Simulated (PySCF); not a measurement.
C4H8Si, SMILES C=C=C(C)[SiH3]. Coordinates come from a B3LYP-D3(BJ)/def2-SVP optimisation. The structure was generated by enumeration, and PubChem lists no compound with its InChIKey, so it may never have been made.

The numbers are results of B3LYP-D3(BJ)/def2-SVP in PySCF 2.14.0, not measurements.

Harmonic wavenumbers (cm⁻¹): 101, 143, 146, 220, 239, 412, 498, 581, 617, 672, 691, 843, 931, 942, 944, 962, 992, 1040, 1130, 1258, 1385, 1441, 1456, 1470, 2050, 2203, 2207, 2245, 3019, 3087, 3117, 3125, 3202. Rotational constants (GHz): 5.236, 2.726, 1.876; symmetry number 1.

**Question.** Work out the zero-point energy and the ideal-gas rigid-rotor harmonic-oscillator thermochemistry at 298.15 K and 1 atm.

**Answer.** ZPE = ½ Σ hcν = ½ × 43370 cm⁻¹ = 259.41 kJ/mol. H − E(el) = 281.24 kJ/mol. Entropy in J/(mol K): translation 164.03, rotation 112.50, vibration 70.35, total 346.88. G − E(el) = 177.82 kJ/mol. Cp = 115.90 J/(mol K). Modes under 150 cm⁻¹ make the vibrational entropy uncertain.
